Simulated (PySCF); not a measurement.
How methods differ on the ionisation energy of Sc⁺

Sc⁺ [Ar] 3d1 4s1 (3D) → Sc²⁺ [Ar] 3d1 (2D), as a difference of total energies. All numbers are calculated (PySCF 2.14, the spin-free X2C one-electron Hamiltonian (Gaussian nucleus), in x2c-TZVPall (6s5p4d1f, 48 functions)). Correlated levels: valence: [Ar] frozen. The calculations carry no spin-orbit coupling.

Q: Order these methods by the ionisation energy they give, lowest first.
A. UHF
B. M06-L
C. SCS-MP2 (valence)
D. LDA

A: B (12.093 eV), A (12.228 eV), C (12.252 eV), D (13.268 eV).

The reference lies between the lowest fine-structure levels, while these numbers refer to the centres of the terms.

Errors of the correlated levels include the incompleteness of this basis and the frozen core.

For comparison: 12.800 eV (measured; NIST Atomic Spectra Database, ionization energies).
